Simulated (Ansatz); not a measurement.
Si(NH2)Cl3 (SiNCl3H2), relaxed as a singlet with RKS PBE-D4/def2-SVP in Ansatz, starting from the GFN2-xTB geometry. Force threshold 0.02 eV/Å.

Start:

```xyz
7

Si    0.464    0.021   -0.386
N    -0.797    0.080    0.771
H    -0.829   -0.568    1.540
H    -1.715    0.413    0.531
Cl    2.160   -0.310    0.640
Cl    0.476    1.802   -1.318
Cl    0.241   -1.438   -1.778
```

Estimate the energy that the relaxation releases and the steps that it takes.

0.10 eV, in 7 steps; 17 s on 4 threads of Intel Xeon on a shared host. No frequencies were taken in this run, so the end may be a saddle point.

Does the start keep its bonding?

By distances, no bond broke or formed. The bond that changes most is Si1–Cl5, from 2.01 to 2.06 Å (atoms count from 1).

Predict the relaxed structure.


```xyz
7

Si    0.4428    0.0282   -0.3569
N    -0.8062    0.1018    0.8099
H    -0.8597   -0.6212    1.5313
H    -1.7318    0.4373    0.5330
Cl    2.2171   -0.3130    0.6345
Cl    0.4837    1.8271   -1.3617
Cl    0.2540   -1.4603   -1.7902
```
Bond lengths: 3 × Cl–Si 2.06 to 2.08 Å; 1 × N–Si 1.71 Å; 2 × H–N 1.02 Å.
